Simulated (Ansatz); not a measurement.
Input file for Ansatz (a program for electronic structure): R-PBE0/def2-TZVPP on H2O (SMILES O).

Ansatz 0.2 input:
```yaml
crystal:
  periodic: [false, false, false]
  atoms:
    - {symbol: O, position_ang: [-0.00000000, 0.00000000, 0.38961139]}
    - {symbol: H, position_ang: [0.00000000, 0.76498632, -0.19485569]}
    - {symbol: H, position_ang: [0.00000000, -0.76498632, -0.19485569]}
basis:
  gaussian:
    orbitals: def2-TZVPP
hamiltonian:
  xc: {name: PBE0}
scf: {lower_state_search: off}
```

Output:

```
WARN ansatz: RAYON_NUM_THREADS=4 ignored (pool sized by the plan → 4); use --threads N
Functional definition: PBE0
these checks for a lower state are left out or cut short: stability, starts, cluster_reference, orbital_swaps, neighbouring_geometries, increment
integrals: 0.00 GiB planned
269 factors; their error is unknown
mean field: 0.10 GiB planned
mean field evaluation 1: about -2074.5267 eV, gradient 5.0e1 eV
mean field evaluation 2: about -2069.5928 eV, gradient 7.3e1 eV
mean field evaluation 4: about -2078.4201 eV, gradient 1.8e-1 eV
mean field evaluation 8: about -2078.4265 eV, gradient 1.8e-3 eV
mean field -2078.42649973 eV, -76.3807650569 hartree, gradient 2.0e-6 eV, S^2 0.000000; 0 other end points of the search recorded, 0 dependent functions left out
reference -2078.42651430 eV, -76.3807655924 hartree; 5, 5 occupied and 54, 54 virtual orbitals, 269 factors
Total energy: -2078.42651430 eV, -76.3807655924 hartree
Checks for a lower state left out: stability, starts, cluster_reference, orbital_swaps, neighbouring_geometries, increment
```

The run converged.

Cost: very roughly 0.5 core-seconds.
